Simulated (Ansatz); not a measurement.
Program: Ansatz. Geometries: PBE0-D4/def2-TZVP. ΔE: electronic, gas phase. CBS: MP2 limit from def2 TZ/QZ plus the TZ coupled-cluster correction, frozen cores. Functionals use def2-TZVPP. B3LYP here is the variant with VWN-RPA as its local correlation; programs differ in this. Elements past krypton have def2 core potentials. For Sb, Te outer-core shells are correlated without core-valence functions, which leaves a few kJ/mol of doubt a bond. Each species was taken in one conformer, which may not be the lowest.

Consider the cleavage of the B–Sb bond: `O[BH][SbH2]` + H₂Te → `OB[TeH]` + `[SbH3]`.

`O[BH][SbH2]`:

Cartesian coordinates in Å:
```
O -0.180 1.636 0.412
B -0.756 0.518 -0.066
Sb 0.399 -1.225 -0.936
H 0.781 1.615 0.419
H -1.954 0.492 -0.065
H 1.836 -0.803 -0.103
H -0.125 -2.233 0.338
```

H₂Te:

```xyz
3

Te   -0.430   -0.573   -0.302
H     0.999    0.154   -0.714
H    -0.569    0.419    1.017
```

`OB[TeH]`:

Cartesian coordinates in Å:
```
O 0.396 0.575 1.453
B -0.253 0.251 0.317
Te 0.658 -0.884 -1.292
H 1.305 0.275 1.526
H -1.384 0.608 0.194
H -0.723 -0.824 -2.199
```

`[SbH3]`:

Cartesian coordinates in Å:
```
Sb -0.574 -0.434 0.045
H -0.316 0.925 1.046
H -0.150 0.458 -1.348
H 1.040 -0.950 0.257
```

Q: Is it downhill or uphill in electronic energy at CCSD(T)/CBS, and by how much? (Estimate.)

A: Ansatz gave: Downhill: ΔE = -11.2 kcal/mol.

Q: What do these levels give: PBE-D4, PBE0-D4, B3LYP-D4, CAM-B3LYP-D4, r2SCAN0, CCSD(T)/def2-SVP? (Best estimate.)

A: Computed: PBE-D4 -11.7, PBE0-D4 -11.6, B3LYP-D4 -11.5, CAM-B3LYP-D4 -11.2, r2SCAN0 -12.2, CCSD(T)/def2-SVP -11.5 kcal/mol.

Largest T1 diagnostic among the species: 0.015.

Leaving LDA and LC-ωPBE aside and taking each functional with its dispersion term where it has one, the values, not all of them listed here, spread over 1.7 kcal/mol, from B97M-V to ωB97M-V.
